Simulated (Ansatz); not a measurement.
The first iterations of a band of ClH + H4Sn (7 atoms, charge 0, multiplicity 1).

These are results of RKS PBE0-D4/def2-SVP (Ansatz 0.2.0), not measurements.

```
movable images  : 5
climbing image  : yes
spring          : 5.0 eV/Å²
optimiser       : quadratic models (default)
start path      : through a guess of the saddle point
force threshold : 0.05 eV/Å
iteration limit : 60
end points      : relaxed
```

Initial state:

```xyz
7
Properties=species:S:1:pos:R:3
Sn 0.311 0.000 -0.150
H 0.311 0.000 1.566
H 1.939 0.000 -0.681
H -0.474 1.406 -0.719
H -0.474 -1.406 -0.719
Cl -3.109 0.000 1.596
H -2.109 0.000 2.405
```

Final state:

```xyz
7
Properties=species:S:1:pos:R:3
Sn -0.417 0.000 -0.758
H -0.087 0.000 3.515
H 0.926 0.000 0.295
H -0.517 1.420 -1.700
H -0.517 -1.420 -1.700
Cl -2.330 0.000 0.629
H -0.664 0.000 3.017
```

| iteration | highest image above the first end (eV) | largest band force component (eV/Å) |
| --- | --- | --- |
| 1 | 2.374 | 4.782 |
| 2 | 1.714 | 2.114 |
| 3 | 1.304 | 3.177 |
| 4 | 1.036 | 0.876 |
| 5 | 0.791 | 0.503 |
| 6 | 0.851 | 3.548 |

Question: Does the band converge within its limit, and where does its top end?

Answer: The run converged. It ended after 20 iterations with the highest image 1.215 eV above the first end. A vibrational analysis at the climbing image gives one clearly imaginary mode, 1012i cm⁻¹: a first-order saddle point. The orbitals stay closed-shell, which can raise the energy where a bond breaks towards radicals; this wasn't checked here.

Run time: 2.2 min on 2 threads of Arm Neoverse V1, with other jobs on the host, peak memory 0.14 GiB.
